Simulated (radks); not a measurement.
Values are calculated unless marked as measured or tabulated.
Ionisation of La+, [Xe] 5d2, to La2+, [Xe] 5d1, under several functionals. Scalar-relativistic Kohn-Sham, spin-polarised, spherical densities, finite nucleus; open shells are filled with parallel spins first (spin-orbit coupling, left out, can overturn this in heavy ions); a radial shooting solver on a logarithmic mesh with Libxc functionals.

functional,E(La+) (hartree),Exc (hartree),IE (eV),-e(HOMO) (eV),<r> HOMO (bohr),IE error (eV)
revPBE,-8492.9795,-203.3544,11.160,7.565,2.860,-0.025
MS2 meta-GGA,-8492.5474,-202.7036,11.081,7.529,2.862,-0.104
BP86,-8494.0609,-204.4344,11.301,7.717,2.862,+0.116
XLYP,-8494.0873,-204.4485,11.058,7.440,2.899,-0.127
exchange-only B88,-8490.5689,-200.8919,10.510,7.032,2.968,-0.675
r2SCAN,-8493.7662,-203.6625,11.030,7.497,2.853,-0.155
PW91,-8493.8071,-204.1842,11.258,7.662,2.868,+0.074
AM05,-8486.5576,-196.8942,11.164,7.581,2.861,-0.021
SOGGA,-8489.0093,-199.3538,11.136,7.549,2.861,-0.049

NIST Atomic Spectra Database: 11.185 eV (measured). Closest: AM05. The Delta-SCF values span 0.79 eV, the total energies 7.53 hartree. The highest occupied level is 5d. Open shells are spherical and high-spin; term and fine-structure splittings are not resolved. Spin-orbit splitting is averaged out at the scalar-relativistic level.
